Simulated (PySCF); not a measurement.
# Computed records: B2GeH6N

Computed with PySCF 2.14.0. Calculation on a computer-drawn molecule: the log of a Hartree-Fock and frozen-core CCSD(T) single point meant for a local Hartree-Fock minimum, with one planted fault or none, to be diagnosed. Offsets are logged minus clean, where the clean run is the same molecule without the fault. The reference is restricted for singlets and unrestricted otherwise, and also for a bond in bohr or an excited solution. Adding or removing an electron swaps singlet and doublet. The excited solution moves the top pair (singlet) or top alpha electron (doublet) to the lowest empty orbital. Highest occupied and lowest empty are orbital energies over both spins, largest force is the largest gradient component, triples share is (T) over the correlation energy, the T1 limit is 0.02 restricted and 0.045 unrestricted, electrons count all cores, a negative frequency is imaginary (commonest isotopes), and the dipole is about the centre of nuclear charge; on germanium a core potential holds 10 electrons, which the energies leave out, and 3d is frozen in MP2 and coupled-cluster steps.

## B2GeH6N

Logged structure:
```xyz
10
B2GeH6N
B     -3.1561     2.5474    -0.4120
N     -2.1064     1.5636    -0.5958
Ge    -0.4688     1.9256    -1.1425
B      0.9798     0.4323    -1.3778
H     -2.8976     3.6887    -0.6467
H     -4.2213     2.1749    -0.0376
H     -2.5475    -0.2466    -0.2140
H     -0.2808     3.4048    -1.4023
H      1.0568    -0.0913    -2.4409
H      1.6648     0.1830    -0.4402
```

| Quantity | Value |
| --- | --- |
| meant charge | 1 |
| meant multiplicity | 1 |
| meant basis | cc-pVDZ |
| meant basis and core potential on germanium | cc-pVDZ-PP ECP10MDF |
| logged electrons | 54 |
| logged basis functions | 95 |
| logged SCF converged | yes |
| logged spin squared | 0.7317 |
| logged highest occupied | -16.984 eV |
| logged lowest empty | -4.6526 eV |
| logged largest force | 0.026434 hartree/bohr |
| logged T1 diagnostic | 0.061612 |
| logged D1 diagnostic | 0.29364 |
| logged triples share | 0.038717 |
| logged CC converged | yes |
| logged dipole magnitude | 2.2488 debye |
| logged SCF stable within its kind | yes |
| logged energy HF | -400.2989 hartree |
| logged energy CCSD(T) | -400.76876 hartree |
| possible faults | no fault, one electron removed, one electron added, multiplicity raised by two, geometry at a saddle point, SCF held on an excited solution, minimal basis STO-3G, one bond length entered in bohr, all coordinates scaled |
| planted fault | one bond length entered in bohr, row 6 of the drawn bonds |
| HF energy offset from clean run | 90.54 kcal/mol |
| CCSD(T) energy offset from clean run | 88.73 kcal/mol |

Drawn bonds:
```
atom  other atom  order
   1           2      1
   2           3      1
   3           4      1
   1           5      1
   1           6      1
   2           7      1
   3           8      1
   4           9      1
   4          10      1
```

Notes: T1 above single-reference limit.
